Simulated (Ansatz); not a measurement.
`CC#CC(F)(F)F` and `FBOC(F)(F)F` differ in one atom or group.

Ansatz, PBE0-D4/def2-TZVP geometries, multiplicity 1. Each molecule was computed in one conformer, which needn't be the lowest.

| property | `CC#CC(F)(F)F` |
| --- | --- |
| HOMO–LUMO gap (ωB97M-V/def2-TZVPP) / eV | 13.21 |
| LUMO energy (PBE0/def2-TZVPP) / eV | 0.20 |
| size of the dipole moment (B3LYP/def2-TZVPP) / D | 3.55 |
| LUMO energy (B3LYP/def2-TZVPP) / eV | -0.05 |
| ideal-gas entropy at 298 K and 1 bar (rigid rotor, harmonic PBE0-D4/def2-TZVP) / J/(mol·K) | 350 |
| HOMO energy (PBE0/def2-TZVPP) / eV | -8.57 |

(1) What does the change do to each property? (An estimate is asked.)

Results:

(1) Computed: 
| property | `FBOC(F)(F)F` | shift |
| --- | --- | --- |
| HOMO–LUMO gap (ωB97M-V/def2-TZVPP) / eV | 14.62 | 1.41 |
| LUMO energy (PBE0/def2-TZVPP) / eV | -0.58 | -0.78 |
| size of the dipole moment (B3LYP/def2-TZVPP) / D | 0.82 | -2.73 |
| LUMO energy (B3LYP/def2-TZVPP) / eV | -0.87 | -0.82 |
| ideal-gas entropy at 298 K and 1 bar (rigid rotor, harmonic PBE0-D4/def2-TZVP) / J/(mol·K) | 341 | -9 |
| HOMO energy (PBE0/def2-TZVPP) / eV | -10.80 | -2.23 |

With PBE0 the HOMO falls by 2.23 eV and the LUMO falls by 0.78 eV, so the gap widens by about 1.45 eV. PBE moves the HOMO by -1.79 eV and ωB97M-V by -2.36 eV. The zero-point energy changes by -68.9 kJ/mol with -6 modes. Dipoles are sizes alone; their direction can turn. Modes under 60 cm⁻¹, often nearly free rotors, make the harmonic entropy too high.

B3LYP here is the variant with VWN-RPA as its local correlation; programs differ in this.
